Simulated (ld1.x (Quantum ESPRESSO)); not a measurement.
**What one change does to a pseudopotential (silicon (Si), ultrasoft)**

Si (Z = 14), ultrasoft, made with ld1.x (Quantum ESPRESSO) 7.5 (LDA (PZ), scalar-relativistic). Core [Ne], reference 3s2 3p1.75 (charge +0.25). Waves: 3s (bound): rcut 1.50, rcutus 1.80 bohr; 3s channel at 1.5 Ry: rcut 1.50, rcutus 1.80 bohr; 3p (bound): rcut 1.50, rcutus 2.00 bohr; 3p channel at 0.2 Ry: rcut 1.50, rcutus 2.00 bohr; 3d channel at 0.2 Ry: rcut 1.65, rcutus 1.90 bohr; 3d channel at 2.25 Ry: rcut 1.65, rcutus 1.90 bohr. Local part: all-electron potential smoothed inside 1.70 bohr (lloc = -2). Core correction: Bessel-smoothed model core inside 1.85 bohr. Augmentation charge: PSQ, radius 1.40 bohr.

Change: waves 3p (bound): rcut 1.50, rcutus 1.94 bohr; 3p channel at 0.2 Ry: rcut 1.50, rcutus 1.94 bohr.

Cutoffs: the cutoffs (Ry, on a coarse ladder) from which the occupation-weighted sum of valence levels, in a spherical-Bessel basis at the reference potential, stays within 10 and 1 mRy of its value at 400 Ry; they do not see the model core or the augmentation charge, which bear on the density cutoff. Errors are all-electron minus pseudo energies relative to the spin-unpolarised reference configuration.

Q: Predict the effect on cutoff, ghosts and configuration errors.

A: The potential gets neither clearly harder nor softer (10 Ry and 15 Ry → 10 Ry and 15 Ry); the errors of the 9 common tests hardly move; neither file shows a bound ghost.

```tsv
quantity	base	changed
cutoff, loose	10 Ry	10 Ry
cutoff, tight	15 Ry	15 Ry
bound ghosts	none	none
error for 3s2 3p2, meV [ΔE -1.26 eV]	+0.1	+0.1
error for 3s2 3p1, meV [ΔE 6.57 eV]	+0.3	+0.3
error for 3s2 3p0, meV [ΔE 22.69 eV]	+7.4	+7.2
error for 3s2 3p1.5, meV [ΔE 1.71 eV]	-0.1	-0.1
error for 3s1 3p0, meV [ΔE 56.83 eV]	+46	+45
error for 3s1 3p3, meV [ΔE 5.55 eV]	+1.0	+1.1
error for 3s1 3p2, meV [ΔE 13.98 eV]	+1.7	+1.8
error for 3s2 3p1.75 (spin-polarised), meV [ΔE -0.50 eV]	+14	+14
error for 3s2 3p2 (spin-polarised), meV [ΔE -1.87 eV]	+16	+16
lowest overlap eigenvalue by channel	s 0.47, p 0.80, d 0.97	s 0.47, p 0.80, d 0.97
```
